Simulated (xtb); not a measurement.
C2H6Cl2Si, singlet, geometry from GFN2-xTB. Base run: GFN2-xTB (xtb).

xtb was given this input:
```
$ xtb mol.xyz --gfn 2 --json

# file mol.xyz
11

C      1.39412504    -1.53470091    -0.23312337
Si    -0.02280346    -0.29923318     0.05226009
C     -1.59822436    -1.14354604     0.70087042
Cl     0.58008648     1.10144890     1.39720879
Cl    -0.44748036     0.63864468    -1.70111043
H      1.11693539    -2.29088516    -0.96147875
H      2.28529446    -1.03451143    -0.60339701
H      1.66362802    -2.04466112     0.68690871
H     -2.39633076    -0.42253728     0.85786579
H     -1.96333966    -1.88823681    -0.00004098
H     -1.41664703    -1.64201277     1.64834648
```

Each row names what was changed in the base input (with any setting that the change needs).

```
change          ΔE vs base (kcal/mol)  HOMO-LUMO gap (eV)  dipole (D)  G_solv (kcal/mol)  SCF cycles
--------------  ---------------------  ------------------  ----------  -----------------  ----------
base                            0.000                6.61        2.50                  -          15
alpb = ch2cl2                   -5.71                6.62        2.75              -5.98          14
etemp = 1000                    0.000                6.61        2.50                  -          15
acc = 1000                      0.006                6.60        2.48                  -           7
alpb = benzene                  -5.26                6.61        2.69              -5.41          15
alpb = dmf                      -6.21                6.61        2.77              -6.58          12
```

ALPB and GBSA are two models with their own fitted parameters for each solvent, which aren't always the measured dielectric constant.
